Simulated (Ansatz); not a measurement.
The pair A = N2 (SMILES N#N) (first 2 atoms), B = C3H4 (SMILES C=C=C); geometry from B3LYP-D3(BJ)/def2-TZVP.
(charge 0, multiplicity 1):
```xyz
9

N      0.304     1.698     0.848
N      0.315     0.744     0.319
C     -0.072    -1.539     3.212
C     -0.089    -0.351     3.739
C     -0.104     0.841     4.256
H     -0.983    -2.016     2.868
H      0.853    -2.092     3.098
H      0.010     1.724     3.637
H     -0.231     0.992     5.322
```

Correlated levels freeze the cores.

Run with Ansatz (a program for electronic structure) with Gaussian orbitals. Values without a source in brackets are computed.

Total energies (hartree), monomers frozen at their geometry in the pair:

```tsv
structure	HF/aug-cc-pVDZ	B3LYP/def2-TZVPPD	CCSD(T)/aug-cc-pVDZ
AB	-224.8374031	-226.2833751	-225.6271557
A in the pair's basis	-108.9615733	-109.5738615	-109.2935429
B in the pair's basis	-115.8769707	-116.7101204	-116.3324921
A	-108.9613883	-109.5738004	-109.2928371
B	-115.8768348	-116.7100783	-116.3320476
```

Task: Work out the interaction energy without and with the counterpoise correction, and the superposition error, for each level.

Result: 
E(AB) − E(A) − E(B), times 627.509 kcal/mol, with the monomers in their own basis and then in the pair's basis:
- HF/aug-cc-pVDZ: 0.51 uncorrected, 0.72 corrected; the monomers gain 0.20 kcal/mol from borrowed functions
- B3LYP/def2-TZVPPD: 0.32 uncorrected, 0.38 corrected; the monomers gain 0.06 kcal/mol from borrowed functions
- CCSD(T)/aug-cc-pVDZ: -1.43 uncorrected, -0.70 corrected; the monomers gain 0.72 kcal/mol from borrowed functions
